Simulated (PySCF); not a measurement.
Computed shifts of a molecule C2H4FNOSi, PySCF with PBE/pcSseg-1, GIAO, gas phase, atoms alike by connectivity averaged where their shifts nearly agree, in ppm (number of nuclei): ¹³C: 125.0 (1), 84.4 (1). ¹⁵N: 40.1 (1). ²⁹Si: -52.5 (1). ¹⁹F: -318.4 (1). ¹H: 5.40 (1), 5.22 (1), 5.10 (1), 4.86 (1). References: ¹⁷O against H2O (σ = 334.3 ppm); ¹³C against TMS (σ = 182.0 ppm); ¹⁵N against NH3 (σ = 267.0 ppm); ²⁹Si against TMS (σ = 335.4 ppm); ¹⁹F against CFCl3 (σ = 133.6 ppm); ¹H against TMS (σ = 31.49 ppm), references at their B3LYP-D3(BJ)/def2-TZVP geometries, non-relativistic. The structure is a stationary point at B3LYP-D3(BJ)/def2-SVP. One conformer was computed; it need not be the lowest.

**Question.** Identify the compound among the candidates.
(A) O=C=N[SiH2]CF
(B) F[Si@@H]1COC=N1
(C) N[Si@H]1OC=C1F
(D) N#CO[SiH2]CF

**Answer.** A, O=C=N[SiH2]CF
